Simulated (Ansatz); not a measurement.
`O[SiH2][CH2][SbH2]` + NH₃ → `[NH2][SbH2]` + `C[SiH2]O` at 700 K and 1 bar (ligand exchange at the Sb–C bond).

Program: Ansatz. Geometries: PBE0-D4/def2-TZVP. ΔE: electronic, gas phase. CCSD(T)/CBS adds triple-zeta CCSD(T) − MP2 to the extrapolated MP2 energy (def2 sets, frozen cores). This one scheme is used for every species. Elements past krypton have def2 core potentials. For Sb outer-core shells are correlated without core-valence functions, which leaves a few kJ/mol of doubt a bond. One conformer a species, not always the lowest.

```
             species  CCSD(T)/CBS energy (Eh)  H − E (kJ/mol)  S (J/(mol·K))
`O[SiH2][CH2][SbH2]`               -646.56944           272.9          494.8
                 NH₃                -56.50880           116.9          226.5
       `[NH2][SbH2]`               -297.10356           147.6          344.4
          `C[SiH2]O`               -405.96945           239.4          390.4
```

H − E and S are ideal-gas, rigid-rotor, harmonic terms from PBE0-D4/def2-TZVP, for one conformer and one mirror image of each species. 1 Eh = 2625.50 kJ/mol, R = 8.31446 J/(mol·K).

Q: By hand: ΔE, ΔH, ΔS and ΔG.

A: ΔE = (-297.10356) + (-405.96945) − (-646.56944) − (-56.50880) = 0.00523 Eh = 13.7 kJ/mol. Δ(H − E) = 147.6 + 239.4 − 272.9 − 116.9 = -2.8, so ΔH = 10.9 kJ/mol. ΔS = 344.4 + 390.4 − 494.8 − 226.5 = 13.5 J/(mol·K). ΔG = 10.9 − 700 × (13.5)/1000 = 1.5 kJ/mol.

Q: By hand: the equilibrium constant, and the temperature at which ΔG would vanish if ΔH and ΔS stayed fixed.

A: log₁₀ K = −ΔG/(RT ln 10) = -0.1. ΔG = 0 at ΔH/ΔS = 807 K, though so small a ΔS makes that figure unsure.

TΔS isn't small against ΔH here. The sign of ΔG lies within the doubt. A doubt of 5 kJ/mol in ΔE shifts log₁₀ K by 0.4 here. Other conformers and mirror images would add mixing entropy, several J/(mol·K) or more a flexible species. These are equilibria of isolated gas molecules and say nothing of rates. Largest T1 diagnostic: 0.013 (customary marks: 0.02 for closed shells, 0.045 for open ones).
